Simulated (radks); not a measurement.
Values are calculated unless marked as measured or tabulated.
Numerical settings for neutral bismuth, [Hg] 6p3. Code: a radial shooting solver on a logarithmic mesh with Libxc functionals. Model: scalar-relativistic Kohn-Sham, LDA (Slater exchange, Perdew-Wang correlation), spin-polarised, spherical densities, point nucleus; open shells are filled with parallel spins first (spin-orbit coupling, left out, can overturn this in heavy ions). The defaults (mesh step 0.008 in ln r, mesh end at 40 bohr or more with all orbitals vanishing there, Anderson mixing 0.5 over 9 steps, residual threshold near 1e-9 with the energy settled to 1e-9 hartree or 1e-11 of itself, here a cap of 92 iterations) give E = -21519.351 hartree and 6p at -5.265 eV in 15 iterations. Run on one thread of a shared host, so times are rough (Arm Neoverse N1): 0.42 s of CPU time, 0.42 s wall, 15 iterations on 2728 mesh points. Changes against that run (0 stands for a change within the tolerance of the run):

setting                    iterations  converged  E (mhartree)  e(6p) (meV)  CPU (s)
mesh step in ln r 0.03             15        yes       +0.0155            0     0.14
mesh step in ln r 0.003            15        yes             0            0      1.1
mesh step in ln r 0.05             15        yes        +0.335            0      0.1
mesh end (bohr) 5                  14        yes          +156    +3.06e+03     0.38
mesh end (bohr) 12                 15        yes       +0.0282         +2.7      0.4
residual threshold 1e-13           22        yes             0            0      0.5
residual threshold 0.1             10        yes             0       -0.135     0.33
mixing 2.5                         15        yes             0            0     0.44
linear mixing, mixing 1            92         no     +1.68e+06    +5.27e+03      8.2
linear mixing, mixing 0.5          30        yes             0            0     0.69
mixing history 2                   18        yes             0            0     0.48
iteration cap 2                     2         no          +297    -4.55e+03     0.09

Settings that end as converged yet miss the energy by more than 1 mhartree: mesh end (bohr) 5 (+0.156 hartree). A mesh that ends early acts as a hard wall.
